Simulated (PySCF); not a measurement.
How methods differ on the excitation energy of Hf²⁺

Hf²⁺ [Xe] 4f14 5d2 (3F) → Hf²⁺ [Xe] 4f14 5d1 6p1 (high-spin determinant), as a difference of total energies. Computed with PySCF 2.14 in aug-cc-pVTZ-PP with ECP60MDF (6s6p5d3f2g, 88 functions), with scalar relativity through the core potential. Correlated levels: valence: 5s2 5p6 frozen. The calculations carry no spin-orbit coupling.

| method | excitation energy (eV) |
| --- | --- |
| UHF | 5.703 |
| LDA | 5.581 |
| PBE | 5.616 |
| PBE0 | 5.761 |
| r2SCAN | 5.820 |
| BHandHLYP | 5.825 |
| TPSS | 5.666 |
| wB97X | 5.844 |
| B3LYP | 5.683 |
| MP2 (valence) | 5.706 |
| SCS-MP2 (valence) | 5.704 |

The determinant of the upper state mixes LS terms, which raises its energy above the lowest term, most at the Hartree-Fock and MP2 levels.
